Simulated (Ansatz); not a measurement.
Reactions of F$_{3}$HSi (`F[SiH](F)F`).

Gas-phase electronic energies from Ansatz, PBE0-D4/def2-TZVP geometries. CCSD(T)/CBS is the MP2 limit (def2-TZVPP, def2-QZVPP) plus CCSD(T) − MP2 in def2-TZVPP, frozen cores. This one scheme is used for every species. One conformer a species, not always the lowest.

(1) Order these by ΔE at CCSD(T)/CBS, lowest first. (Best estimate.)
A. `F[SiH](F)F` + `CO[SiH2]S` → `CO[SiH2]S[SiH](F)F` + H–F
B. `F[SiH](F)F` + `O[SiH2]F` → `F[SiH2]O[SiH](F)F` + H–F
C. `F[SiH](F)F` + `CBBN` → `CB[Si](F)(F)F` + `BN`
D. `F[SiH](F)F` + `N[SiH](O)O` → `O[SiH](O)N[SiH](F)F` + H–F

Largest T1 diagnostic: 0.012, for `BN`.

Answers

(1) C (-5.8 kJ/mol), B (+18.8 kJ/mol), D (+71.1 kJ/mol), A (+84.0 kJ/mol).
